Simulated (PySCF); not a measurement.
methyl (Z)-2,3-difluoroprop-2-enoate (C4H4F2O2), SMILES COC(=O)/C(F)=C/F. Coordinates come from a PBE-D3(BJ)/def2-SVP optimisation. One conformer was computed; it need not be the lowest.

Give the equilibrium geometry at PBE-D3(BJ)/def2-SVP (PySCF confirms it by a frequency run) as bond lengths and angles, and its point group. (Estimate from the structure and the level; the computed values follow.)

This is not unique; one that fits is point group Cs.
Atoms: C1 O2 C3 O4 C5 F6 C7 F8 H9 H10 H11 H12. Bonds (Å): C1–O2 1.433, C1–H9 1.109, C1–H10 1.109, C1–H11 1.104, O2–C3 1.350, C3–O4 1.220, C3–C5 1.487, C5–F6 1.338, C5–C7 1.353, C7–F8 1.330, C7–H12 1.100. Bond angles (°): O2–C1–H9 110.8, O2–C1–H10 110.8, O2–C1–H11 106.0, H9–C1–H10 108.2, H9–C1–H11 110.5, H10–C1–H11 110.5, C1–O2–C3 114.9, O2–C3–O4 124.9, O2–C3–C5 111.2, O4–C3–C5 124.0, C3–C5–F6 118.5, C3–C5–C7 119.8, F6–C5–C7 121.7, C5–C7–F8 122.2, C5–C7–H12 121.7, F8–C7–H12 116.1.
